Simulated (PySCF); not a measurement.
Some computed properties have been withheld. Give your best values.

Compound: C2H11GeNSi.
SMILES: `C[CH2][GeH2][NH][SiH3]`

Conformer (atom-mapped SMILES and torsion angles): `[CH3:1][CH2:2][GeH2:3][NH:4][SiH3:5]`: C1–C2–Ge3–N4 53°, C2–Ge3–N4–Si5 64°.

```json
{"property": "point group", "level": "PBE0-D3(BJ)/def2-SVP", "value": "C1"}
{"property": "rotational constants A, B, C", "level": "PBE0-D3(BJ)/def2-SVP", "value": "?"}
{"property": "dipole moment", "level": "PBE0/def2-SVPD", "value": "1.06 D"}
{"property": "HOMO energy", "level": "PBE0/def2-SVPD", "value": "?"}
{"property": "LUMO energy", "level": "PBE0/def2-SVPD", "value": "0.06 eV"}
{"property": "lowest singlet excitation", "level": "TDDFT PBE0/def2-SVPD", "value": "?"}
{"property": "static isotropic polarisability", "level": "PBE0/def2-SVPD", "value": "91.4 au"}
{"property": "electronic spatial extent ⟨r²⟩ about the centre of nuclear charge", "level": "PBE0/def2-SVPD", "value": "1080 bohr²"}
```

Gas-phase values; electronic properties from PySCF, density fitting. Isolated species at its PBE0-D3(BJ)/def2-SVP geometry (one conformer only). The calculation is non-relativistic and has no spin–orbit coupling, an omission that weighs most on germanium.

(1) Give the rotational constants A, B, C.

(2) What is the lowest singlet excitation?

(3) Give the HOMO energy.

Answers

(1) 3.233, 1.517, 1.167 GHz.

(2) 5.76 eV (215 nm, f = 0.006).

(3) -7.05 eV.

The principal polarisabilities are 81.6, 91.9 and 100.6 au; their mean is the isotropic value. The dipole equals about 3.5 × 10⁻³⁰ C·m (1 D = 3.33564 × 10⁻³⁰ C·m). The 6 singlets span 5.76 to 7.26 eV, and their oscillator strengths add up to 0.12. The rotational constants make it an asymmetric top with κ = (2B − A − C)/(A − C) = -0.66, nearer the prolate limit (−1). No computed singlet falls in the visible range (750 to 380 nm, 1.65 to 3.26 eV); S1 lies 2.50 eV above its blue end.
